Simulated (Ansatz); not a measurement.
Consider the ligand exchange at a Ga–N bond: `O=C=[N][Ga]([F])[F]` + CH₃SH → `C[S][Ga]([F])[F]` + `N=C=O`.

Gas-phase electronic energies from Ansatz, PBE0-D4/def2-TZVP geometries. CCSD(T)/CBS is the MP2 limit (def2-TZVPP, def2-QZVPP) plus CCSD(T) − MP2 in def2-TZVPP, frozen cores. This one scheme is used for every species. For Ga outer-core shells are correlated without core-valence functions, which leaves a few kJ/mol of doubt a bond. Scalar relativity is left out up to krypton. One conformer a species, not always the lowest.

```json
{"species": "`O=C=[N][Ga]([F])[F]`", "CCSD(T)/CBS(def2) energy (Eh)": "-2291.56165"}
{"species": "CH₃SH", "CCSD(T)/CBS(def2) energy (Eh)": "-438.22835"}
{"species": "`C[S][Ga]([F])[F]`", "CCSD(T)/CBS(def2) energy (Eh)": "-2561.27813"}
{"species": "`N=C=O`", "CCSD(T)/CBS(def2) energy (Eh)": "-168.51995"}
```

Task: Work out ΔE.

Result: ΔE = (-2561.27813) + (-168.51995) − (-2291.56165) − (-438.22835) = -0.00808 Eh = -21.2 kJ/mol.

Largest T1 diagnostic among the species: 0.018.

From PBE to PBE0 (25 % exact exchange), in def2-TZVPP and without D4, ΔE moves by +7.9 kJ/mol. At CCSD(T), def2-SVP lies +13.1 kJ/mol from the extrapolated value and def2-TZVPP +8.0 kJ/mol.
